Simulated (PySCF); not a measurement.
## Interval between two levels of C by level of theory

C [He] 2s2 2p2 [3P2, M_J = 2] → C [He] 2s1 2p3 [5S2, M_J = 2], as a difference of total energies. Computed with PySCF 2.14 in x2c-SVPall-2c with one added diffuse shell of s type (4s2p1d, 15 functions), with the two-component X2C-1e Hamiltonian. Correlated levels: 1s2 frozen. "Screened" scales the spin-orbit matrix elements by Boettger's factors to mimic the two-electron term; Breit and QED terms are absent.

| method | interval between two levels (cm⁻¹) |
| --- | --- |
| GHF (spin-free) | 17976 |
| GMP2 (spin-free) | 25149 |
| GHF (screened spin-orbit) | 17957 |
| GMP2 (screened spin-orbit) | 25130 |

Errors of the correlated levels include the incompleteness of this basis and the frozen core.

The labels give the starting determinants; with spin-orbit coupling the two ends relaxed to ⟨J²⟩ = 6.01, ⟨L²⟩ = 2.00, ⟨S²⟩ = 2.01 and ⟨J²⟩ = 6.00, ⟨L²⟩ = 0.00, ⟨S²⟩ = 6.00.

For comparison: 33692 cm⁻¹ (measured; NIST Handbook of Basic Atomic Spectroscopic Data (Sansonetti and Martin, J. Phys. Chem. Ref. Data 34, 1559 (2005))).
